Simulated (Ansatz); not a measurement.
Several settings on one geometry of the cluster KF2⁻ (the lowest singlet isomer of a short search) (that of the charge -1 singlet, PBE-D4/def2-TZVPD). Ansatz on 4 threads of Arm Neoverse V2 on a shared host; times are rough.

```xyz
3

K    -0.003    0.000    0.003
F     1.546   -0.210    1.826
F    -1.544    0.210   -1.829
```

Totals from different functionals, basis sets or treatments of relativity can't be compared as stabilities.

DK, ANO-RCC and x2c sets are all-electron and run with scalar relativity unless a key says otherwise. B3LYP takes the VWN-RPA correlation. Correlated methods freeze 7 core orbitals; core or outer-core shells of K are correlated, in sets that lack core-valence functions.

The spins typed aren't always the lowest for that charge.

Problem. Give the basis size and estimate the energy, ⟨S²⟩ and time of these runs.

```tsv
run	method	charge	state	further keys
1	UKS B3LYP/def2-SVPD	-1	triplet	scf: {omitted_lower_state_checks: [starts]}
2	RKS revPBE0-D4/pcseg-2	-1	singlet	fitting: {mean_field: def2-universal-jkfit}; scf: {omitted_lower_state_checks: [starts]}; forces asked
3	RHF, rpa/ANO-RCC-VTZP	-1	singlet	point_charges: [{charge: -1.00, position_ang: [4.320, 0.192, -0.213]}]; scf: {omitted_lower_state_checks: [starts]}
```

Solution. 
```csv
run,functions,energy (Eh),⟨S²⟩,wall time
1,73,-799.3801,2.01,2.1 s
2,93,-799.6464,–,0.4 s
3,98,-801.4656,–,0.8 s
```

The highest occupied level of an anion often lies above zero with these methods, and sets without diffuse functions describe the outer electron poorly.
